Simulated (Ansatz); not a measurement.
Basis sets compared for [Nd(NH3)6]3+ (NdN6H18³⁺). The state is a quartet with charge 3. Geometry r2SCAN-D4/def2-SVP. Ansatz on 4 threads of Arm Neoverse V2 on a shared host; times are rough, and most runs start from earlier orbitals.

```xyz
25

Nd    0.001    0.001    0.001
N     1.544   -0.740    1.952
H     1.211   -0.497    2.897
H     2.497   -0.347    1.937
H     1.716   -1.754    2.024
N    -1.538    0.724   -1.961
H    -1.174    0.526   -2.905
H    -1.759    1.730   -2.008
H    -2.469    0.284   -1.978
N    -0.953    1.905    1.487
H    -1.798    1.663    2.025
H    -1.237    2.760    0.988
H    -0.314    2.264    2.211
N     0.941   -1.896   -1.501
H     0.256   -2.347   -2.125
H     1.357   -2.696   -1.001
H     1.692   -1.616   -2.148
N    -1.838   -1.605    0.881
H    -1.718   -1.919    1.855
H    -1.934   -2.492    0.365
H    -2.799   -1.232    0.877
N     1.844    1.614   -0.858
H     1.698    1.985   -1.808
H     2.795    1.219   -0.910
H     1.981    2.467   -0.297
```

In the def2 sets Nd takes a core potential; there is no spin–orbit coupling. With an open 4f shell the SCF may have ended on a state above the lowest.

```tsv
level	functions	energy (Eh)	HOMO (eV)	LUMO (eV)	wall time
PBE-D4/def2-SVP	252	-899.2637	-18.22	-16.80	40 s
PBE0-D4/def2-SVP	252	-899.2716	-21.01	-14.60	76 s
```

Question: Estimate the rows for PBE-D4/def2-TZVP, PBE0-D4/def2-TZVP (with forces).

Answer: 
```
                          level  functions  energy (Eh)  HOMO (eV)  LUMO (eV)  wall time
               PBE-D4/def2-TZVP        387    -899.6682     -18.28     -16.86       70 s
PBE0-D4/def2-TZVP (with forces)        387    -899.6646     -21.04     -14.56    9.9 min
```
